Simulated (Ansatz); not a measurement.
Consider the silylene formation by 1,1-elimination: `N[SiH](F)[Si](N)(O)O` → `N[Si](O)(O)F` + `N[SiH]`.

Isolated molecules relaxed with PBE0-D4/def2-TZVP in Ansatz; ΔE leaves out vibrations. CCSD(T)/CBS is the MP2 limit (def2-TZVPP, def2-QZVPP) plus CCSD(T) − MP2 in def2-TZVPP, frozen cores. This one scheme is used for every species. Functionals use def2-TZVPP. B3LYP here is the variant with VWN-RPA as its local correlation; programs differ in this. One conformer a species, not always the lowest.

`N[SiH](F)[Si](N)(O)O`:

```xyz
14

N     1.075    2.078    0.642
Si    1.329    0.397    0.519
F     1.618   -0.338    1.929
Si   -0.626   -0.512   -0.399
N    -0.921   -2.184   -0.236
O    -0.669   -0.307   -2.032
O    -1.772    0.346    0.417
H     1.820    2.728    0.834
H     0.181    2.424    0.954
H     2.577    0.204   -0.265
H    -0.893   -2.629    0.667
H    -0.642   -2.811   -0.972
H    -0.396    0.550   -2.363
H    -2.681    0.055    0.305
```

`N[Si](O)(O)F`:

```xyz
9

N     1.026   -0.925    0.086
Si   -0.332    0.048   -0.145
O     0.238    1.448   -0.753
O    -1.192    0.174    1.233
F    -1.416   -0.514   -1.169
H     0.967   -1.803    0.573
H     1.796   -0.897   -0.561
H    -0.371    1.981   -1.266
H    -0.715    0.488    2.002
```

`N[SiH]`:

```xyz
5

N     0.187   -0.444   -0.293
Si    0.445    1.157    0.239
H    -0.614   -1.020   -0.086
H     0.858   -0.923   -0.873
H    -0.876    1.229    1.013
```

**Question.** Is it downhill or uphill in electronic energy at CCSD(T)/CBS, and by how much? (Estimate.)

**Answer.** Computed: Uphill: ΔE = +129.9 kJ/mol.

**Question.** What do these levels give: PBE-D4, r2SCAN-D4, PBE0-D4, ωB97X-V, ωB97M-V, r2SCAN, B3LYP, HF/def2-TZVPP, SCS-MP2/def2-TZVPP, CCSD(T)/def2-TZVPP, HF/def2-QZVPP, MP2/CBS(def2)? (Estimate.)

**Answer.** Ansatz gave: PBE-D4 142.9, r2SCAN-D4 144.7, PBE0-D4 146.4, ωB97X-V 143.0, ωB97M-V 121.8, r2SCAN 141.1, B3LYP 111.9, HF/def2-TZVPP 103.7, SCS-MP2/def2-TZVPP 124.5, CCSD(T)/def2-TZVPP 121.5, HF/def2-QZVPP 103.8, MP2/CBS(def2) 142.7 kJ/mol.

Largest T1 diagnostic among the species: 0.015.

In def2-TZVPP, CCSD(T) changes the Hartree–Fock value by +17.8 kJ/mol (the triples alone add +3.9 kJ/mol) and MP2 by +30.6 kJ/mol. The D4 term adds +18.4 kJ/mol with B3LYP and +10.6 kJ/mol with PBE0; it sums over pairs of atoms, weighted by their polarisabilities, and B3LYP, whose exchange is more repulsive, gets the larger term. From PBE to PBE0 (25 % exact exchange), in def2-TZVPP and without D4, ΔE moves by +4.6 kJ/mol.
